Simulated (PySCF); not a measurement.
**Shapes and spin states of FeH₄**

Computed with PBE0/[Fe def2-TZVP, H def2-TZVP], no relativity, density fitting, PySCF.

Relaxations began from a few typed shapes and spin states; open shells are unrestricted. The search is not exhaustive: other isomers or separated fragments can lie lower, and high-lying points may rest on an excited occupation.

(1) Order these stationary points by electronic energy, lowest first, in kJ/mol from the lowest minimum.
A. singlet (closed shell, unstable to spin polarisation) C4v: Fe–H 1.447 Å (×4); H–Fe–H 67.9° (×4), H–Fe–H 104.4° (×2)
B. quintet D2d: Fe–H 1.583 Å (×4); H–Fe–H 93.7° (×4), H–Fe–H 150.4° (×2)
C. triplet C2v: Fe–H 1.600 Å (×2), Fe–H 1.635 Å (×2), H–H 0.833 Å; Fe–H–H 75.3° (×2), H–Fe–H 29.5°, H–Fe–H 88.7° (×4), H–Fe–H 177.3°
D. singlet (closed shell, unstable to spin polarisation) C1: Fe–H 1.491 Å, Fe–H 1.496 Å, Fe–H 1.540 Å, Fe–H 1.585 Å, H–H 0.866 Å; Fe–H–H 71.1°, Fe–H–H 76.8°, H–Fe–H 32.1°, H–Fe–H 68.0°, H–Fe–H 91.5°
E. quintet C2v: Fe–H 1.655 Å (×2), H–H 0.758 Å; H–Fe–H 174.6°
F. triplet C2v: Fe–H 1.462 Å (×2), Fe–H 1.570 Å (×2); H–Fe–H 77.4° (×4), H–Fe–H 84.2°, H–Fe–H 145.7°
G. triplet D2: Fe–H 1.593 Å (×4), H–H 0.868 Å (×2); Fe–H–H 74.2° (×4), H–Fe–H 31.6° (×2), H–Fe–H 157.6° (×2), H–Fe–H 158.0° (×2)
H. quintet C4v: Fe–H 1.567 Å (×4); H–Fe–H 82.8° (×4), H–Fe–H 138.5° (×2)

(2) Which of them are minima?

Results:

(1) E (0.0), G (79.0), H (154.0), C (159.4), B (174.2), F (178.2), D (182.5), A (222.8).

(2) By energy in kJ/mol, 0.0: minimum; 79.0: minimum; 154.0: saddle point, 2 imaginary modes; 159.4: minimum; 174.2: saddle point, 3 imaginary modes; 178.2: saddle point, 2 imaginary modes; 182.5: minimum of the closed-shell surface only; 222.8: saddle point, 2 imaginary modes.

For the lowest minimum: with open d or f shells other occupations or spin states may lie lower.
